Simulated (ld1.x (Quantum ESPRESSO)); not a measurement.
## zinc (Zn): excitation energies, all-electron against TM

ld1.x (Quantum ESPRESSO) 7.5 input, shortened:

```
&input
   title='Zn', zed=30., rel=1, dft='BP', iswitch=3,
   config='[Ar] 3d10 4s2 4p0'
 /
 &inputp
   pseudotype=2, tm=.true., lloc=2,
   nlcc=.true., new_core_ps=.true.
 /
3
3S  1  0   2.00   0.00  1.05  1.05  0.0
3P  2  1   6.00   0.00  0.65  0.65  0.0
3D  3  2  10.00   0.00  1.50  1.50  0.0
 &test
   configts(1)='3s2 3p6 3d10 4s2 4p0'
 /
```

Occupied shells without a wave of their own: 4s. They enter only through the test configuration that unscreens the potential, and ld1.x also counts them in the model core charge.

Energies are relative to the spin-unpolarised reference configuration 3s2 3p6 3d10 4s2 4p0; without spin polarisation the order of configurations can differ from experiment.

ld1.x takes every shell without a wave as core, so the model core holds the 4s electrons as well and exchange and correlation see them twice. This cancels in the reference configuration, but the file is broken for other ones, and its errors say nothing about a proper core correction.

```tsv
valence configuration	charge	ΔE all-electron (eV)	error AE − PS (meV)
3s2 3p6 3d10 4s1 4p0	+1	10.085	-510
3s2 3p6 3d10 4s0 4p0	+2	28.608	-1965
3s2 3p6 3d9 4s0 4p0	+3	69.215	-3687
3s2 3p6 3d9 4s2 4p1	0	12.255	-279
3s2 3p6 3d10 4s0 4p1	+1	16.458	-1627
3s2 3p6 3d9 4s2 4p0	+1	18.053	+190
3s2 3p6 3d10 4s1 4p1	0	5.137	-640
```

Levels in the configuration 3s2 3p6 3d10 4s0 4p1:

```tsv
level	all-electron (eV)	pseudo (eV)
3s	-140.870	-142.774
3p	-95.066	-96.778
3d	-21.710	-23.153
4p	-8.871	-8.921
```

These tests converged, but a pseudo level misses the all-electron one widely, so the file describes the atom poorly there or has found another state: 3s2 3p6 3d9 4s0 4p0: empty 4s by 4.1 eV.
